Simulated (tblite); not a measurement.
Species: C6H9Si (charge +1).
Cartesian coordinates in Å at the GFN2-xTB level; atoms count from 1:
```
atom  x, y, z in Å
C1     2.1298    2.0925   -0.2325
C2     1.8856    0.9179   -0.1701
C3     1.6111   -0.4729   -0.0940
C4     2.5898   -1.3677    0.1343
Si5   -0.1764   -0.9964   -0.3320
C6    -1.5460    0.2725   -0.5827
C7    -2.6208    0.2395    0.5212
H8     2.3642    3.1157   -0.2847
H9     2.4036   -2.4276    0.1943
H10    3.6109   -1.0468    0.2665
H11   -0.4268   -2.4307   -0.2478
H12   -1.1088    1.2787   -0.6240
H13   -2.0395    0.1092   -1.5473
H14   -3.3733    0.9940    0.3094
H15   -2.1919    0.4559    1.4957
H16   -3.1192   -0.7248    0.5680
```

The geometry is computed with GFN2-xTB (gas phase).

Take the most abundant isotopes and a rigid rotor. The values belong to one conformer with, in the numbering `[CH:1]#[C:2][C:3](=[CH2:4])[SiH+:5][CH2:6][CH3:7]`, C2–C3–Si5–C6 -3°, C3–Si5–C6–C7 -118°.

Task: Give the principal moments of inertia and the rotational constants in cm⁻¹.

Result: Ia = 157.35, Ib = 378.87, Ic = 505.45 u·Å²; 505379 MHz·u·Å²/I gives 3212, 1334 and 999.9 MHz, that is A = 0.10714, B = 0.04449, C = 0.03335 cm⁻¹.

Task: Classify the top.

Result: An asymmetric top; Ray's κ = -0.698.

Task: Is it planar, by Δ = Ic − Ia − Ib?

Result: Not planar: Δ = Ic − Ia − Ib = -30.77 u·Å². For a rigid frame Δ = −2 Σ m c², so Σ m c² = 15.38 u·Å² lies off the ab plane: 5.79 from hydrogen and 9.59 from heavier atoms. The atom farthest from that plane is 1.58 Å away.

Task: List the rotational levels J(Ka,Kc) to J = 4 (K).

Result: Above 0(0,0), as E/k:
J = 1: 1(0,1) 0.112, 1(1,1) 0.202, 1(1,0) 0.218
J = 2: 2(0,2) 0.334, 2(1,2) 0.410, 2(1,1) 0.458, 2(2,1) 0.729, 2(2,0) 0.731
J = 3: 3(0,3) 0.662, 3(1,3) 0.721, 3(1,2) 0.817, 3(2,2) 1.065, 3(2,1) 1.074, 3(3,1) 1.556, 3(3,0) 1.557
J = 4: 4(0,4) 1.092, 4(1,4) 1.133, 4(1,3) 1.293, 4(2,3) 1.511, 4(2,2) 1.539, 4(3,2) 2.008, 4(3,1) 2.009, 4(4,1) 2.692, 4(4,0) 2.692
Those of J = 1 are B + C, A + C and A + B.

Task: Estimate the classical rotational partition function at 10 K, 50 K and 298.15 K.

Result: Point group C1, symmetry number σ = 1; q = (√π/σ)·√((kT/h)³/(ABC)), k/h = 20836.6 MHz/K: 2580 at 10 K, 28800 at 50 K, 419000 at 298.15 K.

Its lowest GFN2-xTB frequency is 10 cm⁻¹, too small to tell a flat minimum from a shallow saddle. No vibrational averaging or centrifugal distortion is included, and the geometry carries the error of its method.

The run took 2.9 s wall on an Intel Xeon at 2.50 GHz with one thread, no GPU, shared host with 64 logical CPUs at a one-minute load of 53. This is the geometry optimisation.
